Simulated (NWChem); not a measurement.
System: 1,1,1,2-tetrafluoroethane (C2H2F4); SMILES FCC(F)(F)F

Here is an NWChem input.

```
start job
memory heap 200 mb stack 900 mb global 1100 mb
geometry units angstroms noautoz
  F     -0.141319     1.955598     0.003581
  C      0.755940     0.912321    -0.006976
  C     -0.003265    -0.403426    -0.000214
  F     -0.771065    -0.527126     1.095560
  F     -0.795235    -0.524347    -1.078978
  F      0.884551    -1.421890    -0.011369
  H      1.392216     0.959212     0.882596
  H      1.373362     0.960995    -0.909659
end
basis spherical
  F library 3-21g
  C library 3-21g
  H library 3-21g
end
dft
  xc xpbe96 cpbe96
  iterations 150
  mulliken
end
task dft gradient
```

Parts of the log:

```
             Northwest Computational Chemistry Package (NWChem) 7.3.0
             --------------------------------------------------------

 CS  symmetry detected

                             Geometry "geometry" -> ""
                             -------------------------

 Output coordinates in angstroms (scale by  1.889725989 to convert to a.u.)

  No.       Tag          Charge          X              Y              Z
 ---- ---------------- ---------- -------------- -------------- --------------
    1 F                    9.0000    -0.08001004     1.95262385     0.00000000
    2 C                    6.0000     0.78545741     0.88277425     0.00000000
    3 C                    6.0000    -0.01308952    -0.40949155     0.00000000
    4 F                    9.0000    -0.79635307    -0.50823833     1.08733689
    5 F                    9.0000    -0.79635307    -0.50823833    -1.08733689
    6 F                    9.0000     0.84369400    -1.45425571     0.00000000
    7 H                    1.0000     1.41349607     0.91164026     0.89617752
    8 H                    1.0000     1.41349607     0.91164026    -0.89617752

 Effective nuclear repulsion energy (a.u.)     271.2615840456

      Symmetry information
      --------------------

 Group name             Cs
 Group number              2
 Group order               2
 No. of unique centers     6

  pbe96 is a nonlocal functional; adding pw91lda local functional.

                                 NWChem DFT Module
                                 -----------------

 Summary of "ao basis" -> "ao basis" (spherical)
 ------------------------------------------------------------------------------
       Tag                 Description            Shells   Functions and Types
 ---------------- ------------------------------  ------  ---------------------
 F                           3-21g                   5        9   3s2p
 C                           3-21g                   5        9   3s2p
 H                           3-21g                   2        2   2s

      Symmetry analysis of basis
      --------------------------

        a'         39
        a"         19

            General Information
            -------------------
          SCF calculation type: DFT
          Wavefunction type:  closed shell.
          No. of atoms     :     8
          No. of electrons :    50
           Alpha electrons :    25
            Beta electrons :    25
          Charge           :     0
          Spin multiplicity:     1
          Use of symmetry is: on ; symmetry adaption is: on
          Maximum number of iterations: 150
          AO basis - number of functions:    58
                     number of shells:    34
          Convergence on energy requested:  1.00D-06
          Convergence on density requested:  1.00D-05
          Convergence on gradient requested:  5.00D-04

              XC Information
              --------------
          PerdewBurkeErnzerhof Exchange Functional  1.000
            Perdew 1991 LDA Correlation Functional  1.000 local
           PerdewBurkeErnz. Correlation Functional  1.000 non-local

             Grid Information
             ----------------
          Grid used for XC integration:  medium
          Radial quadrature: Mura-Knowles
          Angular quadrature: Lebedev.
          Tag              B.-S. Rad. Rad. Pts. Rad. Cut. Ang. Pts.
          ---              ---------- --------- --------- ---------
          F                   0.50       49           8.0       434
          C                   0.70       49           7.0       434
          H                   0.35       45           7.0       434
          Grid pruning is: on
          Number of quadrature shells:   290
          Spatial weights used:  Erf1

      Superposition of Atomic Density Guess
      -------------------------------------

 Sum of atomic energies:        -471.34935057

      Non-variational initial energy
      ------------------------------

 Total energy =    -473.086228
 1-e energy   =   -1197.214846
 2-e energy   =     452.867033
 HOMO         =      -0.364448
 LUMO         =       0.184230

      Symmetry analysis of molecular orbitals - initial
      -------------------------------------------------

  Numbering of irreducible representations:

     1 a'          2 a"

  Orbital symmetries:

     1 a'          2 a"          3 a'          4 a'          5 a'
     6 a'          7 a'          8 a'          9 a"         10 a'
    11 a'         12 a'         13 a'         14 a"         15 a'
    16 a'         17 a"         18 a'         19 a"         20 a'
    21 a"         22 a'         23 a"         24 a"         25 a'
    26 a'         27 a'         28 a"         29 a'         30 a"
    31 a'         32 a'         33 a'         34 a'         35 a"

     ---------------------------------------------
      Total Density - Mulliken Population Analysis
     ---------------------------------------------

[...]

                         DFT ENERGY GRADIENTS

    atom               coordinates                        gradient
                 x          y          z           x          y          z
   1 F      -0.151197   3.689924   0.000000    0.022104  -0.026453   0.000000
   2 C       1.484299   1.668201   0.000000   -0.010086   0.013378   0.000000
   3 C      -0.024736  -0.773827   0.000000   -0.015918  -0.018499   0.000000
   4 F      -1.504889  -0.960431   2.054769    0.019058  -0.000354  -0.028554
   5 F      -1.504889  -0.960431  -2.054769    0.019058  -0.000354   0.028554
   6 F       1.594350  -2.748145   0.000000   -0.023567   0.023000   0.000000
   7 H       2.671120   1.722750   1.693530   -0.005325   0.004642  -0.003366
   8 H       2.671120   1.722750  -1.693530   -0.005325   0.004642   0.003366
```

Level: PBE/3-21G. All runs use the structure optimised with B3LYP/6-31G* (spherical d).
